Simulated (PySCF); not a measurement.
Run record for `C#CC1C[N+](C)(C)C1`: BHandHLYP/def2-SVPD, grid level 4, level shift 0.2 Eh, TDA, 1 singlet.

Method: TDA BHandHLYP/def2-SVPD, vertical, gas phase, core orbitals frozen in the response (PySCF 2.14.0, density-fitted response routines). Geometry: GFN2-xTB. The command runs a driver script over a list of jobs; the input below is this job's line of settings and its coordinates in Å.

Command:
```bash
OMP_NUM_THREADS=1 python probes_run.py task.json out
```

Input:
```
{"job": {"kind": "uv", "xc": "BHandHLYP", "basis": "def2-SVPD", "nstates": 1, "ntriplets": 2, "tda": true, "grid": 4, "scf": {"level_shift": 0.2}}, "charge": 1, "multiplicity": 1}
C      2.809207     0.618092    -1.834618
C      2.207613     0.376572    -0.828753
C      1.446776     0.088173     0.367540
C      0.210301     0.989017     0.563000
N     -0.687573    -0.120498     0.115681
C     -1.128608     0.056876    -1.272712
C     -1.831195    -0.396614     0.986922
C      0.453218    -1.082310     0.221577
H      3.364782     0.830544    -2.700125
H      2.118444     0.026043     1.223429
H      0.152248     1.876208    -0.065453
H      0.024738     1.259681     1.600876
H     -0.267684     0.262509    -1.908033
H     -1.826630     0.890228    -1.337795
H     -1.623887    -0.846915    -1.624754
H     -2.337497    -1.303740     0.659818
H     -2.535157     0.433707     0.949865
H     -1.499632    -0.530254     2.015435
H      0.371876    -1.702816     1.112272
H      0.573511    -1.713825    -0.656905
```

Output:
```
final grid: 416632 points
cycle   1  E = -327.8296451673  dE =  1.705e+00  |g| = 6.232e-01  |ddm| = 1.058e+01
cycle   2  E = -327.9039597411  dE = -7.431e-02  |g| = 4.335e-01  |ddm| = 2.340e+00
cycle   3  E = -327.9445058803  dE = -4.055e-02  |g| = 6.159e-02  |ddm| = 1.211e+00
cycle   4  E = -327.9455559484  dE = -1.050e-03  |g| = 2.796e-02  |ddm| = 4.036e-01
cycle   5  E = -327.9457464066  dE = -1.905e-04  |g| = 4.788e-03  |ddm| = 1.330e-01
cycle   6  E = -327.9457545814  dE = -8.175e-06  |g| = 2.298e-03  |ddm| = 3.169e-02
cycle   7  E = -327.9457561658  dE = -1.584e-06  |g| = 4.608e-04  |ddm| = 1.168e-02
cycle   8  E = -327.9457562805  dE = -1.147e-07  |g| = 1.990e-04  |ddm| = 3.257e-03
cycle   9  E = -327.9457562991  dE = -1.862e-08  |g| = 4.781e-05  |ddm| = 1.223e-03
cycle  10  E = -327.9457563010  dE = -1.905e-09  |g| = 1.563e-05  |ddm| = 3.926e-04
cycle  11  E = -327.9457563013  dE = -2.372e-10  |g| = 5.397e-06  |ddm| = 1.388e-04
level shift removed, Fock matrix diagonalised once more
converged SCF energy = -327.9457563013

Static polarisability (au): isotropic 77.376, principal 65.828 70.428 95.873

Singlet excitations
state   eV       nm        f      main configurations
  1   6.5899    188.1   0.00000   H-1->L+3 0.33, H->L+2 0.15, H->L+9 0.11

Triplet excitations (Tamm-Dancoff, eV): 5.3427 5.8992
```

H and L stand for HOMO and LUMO; the number after each pair is its weight.

Question: Give the mean polarisability as a volume in Å³, and the ratio of the largest to the smallest principal value.

Answer: 77.376 au × 0.148185 = 11.47 Å³; 95.873/65.828 = 1.46.

Question: Give S1 in cm⁻¹ and kJ/mol.

Answer: 6.5899 eV × 8065.54 = 53151 cm⁻¹; × 96.485 = 635.8 kJ/mol.

In short: SCF converged in 11 cycles with 256 basis and 886 fitting functions; HOMO -12.91 eV, LUMO -3.05 eV; lowest singlet 6.59 eV; lowest triplet 5.34 eV (Tamm–Dancoff); mean polarisability 77.4 au.

Question: How long does this job take on one thread of an Intel Xeon Platinum 8488C, shared host with 192 logical CPUs at a one-minute load of 36? And the peak memory of the process?

Answer: About 2.0 min, with 0.98 GiB resident at the peak, the Python interpreter and its libraries included.

One conformer stands for the species.
